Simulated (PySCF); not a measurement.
## Ionisation energy of Ru⁺ by level of theory

Ru⁺ [Kr] 4d7 [4d3/2^4 4d5/2^3, M_J = 9/2] → Ru²⁺ [Kr] 4d6 [4d3/2^4 4d5/2^2, M_J = 4], as a difference of total energies. Calculation: PySCF 2.14, in x2c-SVPall-2c (6s8p6d1f, 67 functions); the two-component X2C-1e Hamiltonian. Correlated levels: [Ar] 3d10 frozen; the 6 highest virtual spinors dropped. "Screened" scales the spin-orbit matrix elements by Boettger's factors to mimic the two-electron term; Breit and QED terms are absent.

Problem. Order these methods by the ionisation energy they give, lowest first.
A. GHF (spin-free)
B. GMP2 (spin-free)
C. GMP2 (screened spin-orbit)
D. GHF (screened spin-orbit)

Solution. A (14.885 eV), D (14.925 eV), B (16.080 eV), C (16.124 eV).

The spin-free rows relax to the high-spin LS determinant and lack the spin-orbit shift.

Errors of the correlated levels include the incompleteness of this basis and the frozen core.

The labels give the starting determinants; with spin-orbit coupling the two ends relaxed to ⟨J²⟩ = 24.77, ⟨L²⟩ = 12.12, ⟨S²⟩ = 3.73 and ⟨J²⟩ = 20.01, ⟨L²⟩ = 6.08, ⟨S²⟩ = 5.97.

For comparison: 16.76 ± 0.06 eV (semi-empirical (NIST evaluation); NIST Atomic Spectra Database, ionization energies).
